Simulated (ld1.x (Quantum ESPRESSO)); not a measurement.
# Scattering properties, PAW potential for bromine

ld1.x (Quantum ESPRESSO) 7.5 input, shortened:

```
&input
   title='Br', zed=35., rel=1, dft='PZ', iswitch=3,
   config='[Ar] 3d10 4s2 4p5'
 /
 &inputp
   pseudotype=3, lpaw=.true., tm=.true., lloc=-2, rcloc=1.55,
   nlcc=.true., new_core_ps=.true., rcore=1.10,
   which_augfun='PSQ', rmatch_augfun_nc=.true.
 /
4
4S  1  0   2.00   0.00  1.25  1.65  0.0
4S  1  0   0.00  -0.15  1.25  1.65  0.0
4P  2  1   5.00   0.00  1.30  1.55  0.0
4P  2  1   0.00   1.60  1.30  1.55  0.0
 &test
   configts(1)='4s2 4p5'
 /
```

The phase is arctan(r·u′/u) with u = r·R(r), unwrapped; energies in Ry, scanned from -3 to 5 Ry. A pole is an energy at which the radial function vanishes at the test radius. The pseudo phase is shifted by a multiple of π to meet the all-electron one at the reference energy, and phase errors are pseudo minus all-electron; the curves can meet again beyond the range given. Levels narrower than the energy grid can be missing from the lists of poles.

| channel | radius (bohr) | reference energy (Ry) | poles, all-electron | poles, pseudo | unbroken range about the reference energy with phases within 0.05 rad | phase error 1 Ry above the reference energy (rad) |
| --- | --- | --- | --- | --- | --- | --- |
| s | 1.80 | -1.49 | 1.49 | 1.49 | the whole range | +0.000 |
| p | 1.80 | -0.59 | 3.34 | 3.33 | the whole range | +0.000 |

Phases in the p channel:

```csv
E (Ry),all-electron,pseudo
-3.00,1.113,1.113
-2.76,1.078,1.077
-2.52,1.035,1.034
-2.28,0.981,0.981
-2.04,0.914,0.914
-1.80,0.826,0.826
-1.56,0.710,0.710
-1.32,0.554,0.554
-1.08,0.344,0.344
-0.84,0.075,0.075
-0.60,-0.229,-0.229
-0.36,-0.520,-0.520
-0.12,-0.759,-0.759
0.12,-0.940,-0.940
0.36,-1.075,-1.074
0.60,-1.175,-1.175
0.84,-1.252,-1.252
1.08,-1.313,-1.313
1.32,-1.361,-1.361
1.56,-1.401,-1.401
1.80,-1.435,-1.435
2.04,-1.464,-1.464
2.28,-1.489,-1.489
2.52,-1.511,-1.511
2.76,-1.530,-1.530
3.00,-1.548,-1.548
3.24,-1.564,-1.565
3.48,-1.580,-1.580
3.72,-1.594,-1.594
3.96,-1.607,-1.608
4.20,-1.620,-1.621
4.44,-1.633,-1.633
4.68,-1.645,-1.646
4.92,-1.657,-1.658
```
